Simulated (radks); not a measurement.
Values are calculated unless marked as measured or tabulated.
All-electron atom: Eu LX in [He] 2s2.

Code: a radial shooting solver on a logarithmic mesh with Libxc functionals. Model: scalar-relativistic Kohn-Sham, LB94 model potential, spin-polarised, spherical densities, finite nucleus; Fermi nuclear charge, rms radius 5.1115 fm.

Energy parts (hartree):
part                   energy
kinetic             5775.6526
electron-nucleus  -11043.7439
Hartree              161.5033
(The LB94 potential has no energy functional, so no total or exchange-correlation energy is given.)

Orbitals (lengths in bohr, moments of r in powers of bohr; <r^-3> diverges for s and p1/2; r(max) is where P^2 peaks; r(90%) holds 90 % of the orbital's charge):
orbital,occ.,eigenvalue (hartree),r(max),r(90%),<1/r>,<r^-3>
1s,2,-2026.051,0.01418,0.0401,70.46,-
2s,2,-495.3579,0.07805,0.139,17.19,-
2p,0,-470.2657,0.06211,0.127,16.11,12390
3s,0,-214.7426,0.2010,0.302,7.386,-

The highest occupied level is 2s at -13479.4 eV. Summed over all electrons, <r^2> = 0.02060 bohr^2, which gives a Langevin (diamagnetic) susceptibility term of -0.0163 x 10^-6 cm^3/mol.
